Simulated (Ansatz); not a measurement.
```xyz
14

O     0.983   -0.274    2.397
Si    0.388    1.041    1.610
N    -0.719    0.623    0.345
Si   -0.322   -0.327   -1.007
O    -0.134    0.449   -2.432
O    -1.468   -1.456   -1.319
O     1.144   -0.933   -0.571
H     1.458   -0.879    1.820
H     1.510    1.830    1.042
H    -0.365    1.827    2.615
H    -1.680    0.902    0.470
H    -0.791    0.264   -3.105
H    -1.769   -1.985   -0.580
H     1.765   -1.082   -1.285
```

Total charge 0; spin multiplicity 1.

Q: List the ωB97M-V/def2-TZVPP orbital energies in eV (Ansatz 0.2.0). (Best estimate.)

A: Computed: Occupied: -1808.15, -1807.26, -526.40, -526.29, -526.16, -525.70, -393.97, -149.00, -148.20, -103.14, -103.14, -103.10, -102.34, -102.33, -102.30, -31.72, -30.95, -30.71, -30.49, -26.33, -19.08, -18.11, -17.68, -17.38, -15.98, -15.36, -14.16, -13.86, -13.55, -13.12, -12.97, -12.72, -12.16, -11.95, -11.70, -11.00, -10.20. Lowest empty: 1.68, 2.60, 2.89, 3.09, 3.17, 3.86, 4.17, 4.29.
